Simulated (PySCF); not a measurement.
First SCF of a structure search on singlet MoCl₂, at a hand-made bent geometry. PySCF input:

```python
from pyscf import gto, scf, dft
mol = gto.M(atom='''
Mo     0.000000     0.000000     0.000000
Cl     1.941400     0.000000     1.359400
Cl    -1.941400     0.000000     1.359400''',
    basis={'Mo': 'def2-TZVP', 'Cl': 'def2-TZVP'},
    ecp={'Mo': 'def2-TZVP'},
    charge=0, spin=0)
mf = dft.RKS(mol, xc='PBE0')
mf.grids.atom_grid = (50, 194)
aux = {'Mo': 'def2-universal-JKFIT', 'Cl': 'def2-universal-JKFIT'}
mf = mf.density_fit(auxbasis=aux)
mf.conv_tol = 1e-08
mf.diis_space = 10
mf.max_cycle = 60
mf.init_guess = 'minao'
mf.verbose = 4
mf.kernel()
```

Excerpt of the output (cycles and frontier levels); where DIIS stalls, ADIIS, DIIS with a small level shift and a second-order solver take over in turn:

```
init E= -981.815005120305
  HOMO = -0.419265254708801  LUMO = -0.414758561304221  gap/eV = 0.12263
cycle= 1 E= -988.122095028265  delta_E= -6.31  |g|= 0.652  |ddm|= 3.65
  HOMO = -0.049303697087982  LUMO = -0.0464801355935256  gap/eV = 0.07683
cycle= 2 E= -987.702595723557  delta_E= 0.419  |g|= 1.33  |ddm|= 2.25
  HOMO = -0.216522027422795  LUMO = -0.180943016128192  gap/eV = 0.96815
cycle= 3 E= -988.173690203593  delta_E= -0.471  |g|= 0.471  |ddm|= 1.95
  HOMO = -0.191354998314084  LUMO = -0.158342392549939  gap/eV = 0.89832
cycle= 4 E= -988.232236096945  delta_E= -0.0585  |g|= 0.11  |ddm|= 0.391
  HOMO = -0.193108364952013  LUMO = -0.149511541716679  gap/eV = 1.18633
cycle= 5 E= -988.236365635854  delta_E= -0.00413  |g|= 0.0276  |ddm|= 0.158
  HOMO = -0.192774483272468  LUMO = -0.147220113121951  gap/eV = 1.23960
cycle= 6 E= -988.238304469516  delta_E= -0.00194  |g|= 0.0269  |ddm|= 0.143
  HOMO = -0.193680187104165  LUMO = -0.1478969465636  gap/eV = 1.24583
... 98 lines left out ...
cycle= 56 E= -988.232291836517  delta_E= 0.00239  |g|= 0.0259  |ddm|= 0.358
  HOMO = -0.194048705236639  LUMO = -0.141193737845778  gap/eV = 1.43826
cycle= 57 E= -988.234171541101  delta_E= -0.00188  |g|= 0.0149  |ddm|= 0.282
  HOMO = -0.195087882425538  LUMO = -0.142147667675933  gap/eV = 1.44058
cycle= 58 E= -988.23462967147  delta_E= -0.000458  |g|= 0.0141  |ddm|= 0.0733
  HOMO = -0.195847839873475  LUMO = -0.14288633000662  gap/eV = 1.44116
cycle= 59 E= -988.235133638118  delta_E= -0.000504  |g|= 0.0145  |ddm|= 0.0694
  HOMO = -0.195682657471721  LUMO = -0.142839306072525  gap/eV = 1.43794
cycle= 60 E= -988.235114835112  delta_E= 1.88e-05  |g|= 0.0146  |ddm|= 0.00567
SCF not converged.
init E= -981.815005120305
  HOMO = -0.419265254708801  LUMO = -0.414758561304221  gap/eV = 0.12263
cycle= 1 E= -988.122095028265  delta_E= -6.31  |g|= 0.652  |ddm|= 3.65
  HOMO = -0.049303697087982  LUMO = -0.0464801355935256  gap/eV = 0.07683
cycle= 2 E= -987.702595723557  delta_E= 0.419  |g|= 1.33  |ddm|= 2.25
  HOMO = -0.153380595436911  LUMO = -0.123119380715912  gap/eV = 0.82345
cycle= 3 E= -988.217526664705  delta_E= -0.515  |g|= 0.277  |ddm|= 1.68
  HOMO = -0.237460440965307  LUMO = -0.191768996289334  gap/eV = 1.24333
cycle= 4 E= -988.208958172644  delta_E= 0.00857  |g|= 0.326  |ddm|=  0.5
  HOMO = -0.188470953630752  LUMO = -0.144260794776476  gap/eV = 1.20302
cycle= 5 E= -988.231281404628  delta_E= -0.0223  |g|= 0.119  |ddm|= 0.299
  HOMO = -0.207876231148727  LUMO = -0.158043236412783  gap/eV = 1.35602
cycle= 6 E= -988.22100756524  delta_E= 0.0103  |g|= 0.236  |ddm|= 0.285
  HOMO = -0.195034615773712  LUMO = -0.147996404717346  gap/eV = 1.27997
... 18 lines left out ...
cycle= 16 E= -988.272003273203  delta_E= 0.00101  |g|= 0.106  |ddm|= 0.162
  HOMO = -0.233145484297222  LUMO = -0.140126336959295  gap/eV = 2.53118
cycle= 17 E= -988.2752815534  delta_E= -0.00328  |g|= 0.0157  |ddm|= 0.0979
  HOMO = -0.230577034297123  LUMO = -0.136038795301814  gap/eV = 2.57252
cycle= 18 E= -988.275334009718  delta_E= -5.25e-05  |g|= 0.029  |ddm|= 0.0567
  HOMO = -0.236273854124954  LUMO = -0.142431355448126  gap/eV = 2.55358
cycle= 19 E= -988.275302008425  delta_E= 3.2e-05  |g|= 0.0333  |ddm|= 0.051
  HOMO = -0.233318699599359  LUMO = -0.138780024500497  gap/eV = 2.57253
cycle= 20 E= -988.275642079827  delta_E= -0.00034  |g|= 0.00462  |ddm|= 0.0325
SCF not converged.
init E= -988.275642079827
  HOMO = -0.234436295874245  LUMO = -0.0399561728292722  gap/eV = 5.29207
cycle= 1 E= -988.275649517834  delta_E= -7.44e-06  |g|= 0.00579  |ddm|= 0.0102
  HOMO = -0.232637034300982  LUMO = -0.0378298067863951  gap/eV = 5.30097
cycle= 2 E= -988.275641296458  delta_E= 8.22e-06  |g|= 0.0097  |ddm|= 0.0129
  HOMO = -0.233810081484502  LUMO = -0.0391952936030303  gap/eV = 5.29574
cycle= 3 E= -988.275667107311  delta_E= -2.58e-05  |g|= 0.00228  |ddm|= 0.00683
  HOMO = -0.233911651541217  LUMO = -0.0392829227487801  gap/eV = 5.29612
cycle= 4 E= -988.275670869485  delta_E= -3.76e-06  |g|= 0.00095  |ddm|= 0.00346
  HOMO = -0.233960334356567  LUMO = -0.0392634939600289  gap/eV = 5.29797
cycle= 5 E= -988.275674429246  delta_E= -3.56e-06  |g|= 0.00109  |ddm|= 0.007
  HOMO = -0.233984290658367  LUMO = -0.0392956166224242  gap/eV = 5.29775
cycle= 6 E= -988.275675398676  delta_E= -9.69e-07  |g|= 0.0005  |ddm|= 0.00291
  HOMO = -0.233964494243349  LUMO = -0.0392830176861158  gap/eV = 5.29755
cycle= 7 E= -988.275675666809  delta_E= -2.68e-07  |g|= 0.000238  |ddm|= 0.00152
  HOMO = -0.233961200522376  LUMO = -0.0392802727736926  gap/eV = 5.29754
cycle= 8 E= -988.275675747189  delta_E= -8.04e-08  |g|= 0.000129  |ddm|= 0.000861
  HOMO = -0.233964978844593  LUMO = -0.039281874125836  gap/eV = 5.29760
cycle= 9 E= -988.275675771444  delta_E= -2.43e-08  |g|= 8.29e-05  |ddm|= 0.000487
  HOMO = -0.23396349403335  LUMO = -0.0392802813076135  gap/eV = 5.29760
cycle= 10 E= -988.27567577864  delta_E= -7.2e-09  |g|= 4.63e-05  |ddm|= 0.000259
  HOMO = -0.233959373635575  LUMO = -0.139277440805014  gap/eV = 2.57643
Extra cycle  E= -988.275675780459  delta_E= -1.82e-09  |g|= 4.73e-05  |ddm|= 0.000173
converged SCF energy = -988.275675780459
```

No lower solution of this spin was found from smeared starts or by a stability analysis within the restricted form, which does not test spin polarisation.

At the minimum of this search the closed-shell solution is unstable towards spin polarisation, so a lower open-shell solution exists.

The search for the lowest solution, 3 starts and the stability check together, took 18 s on 2 threads of a shared Arm Neoverse V2 host, with 114 basis functions; the process peaked at 0.42 GiB. Launch command: `OMP_NUM_THREADS=2 python axn.py task.json out`.
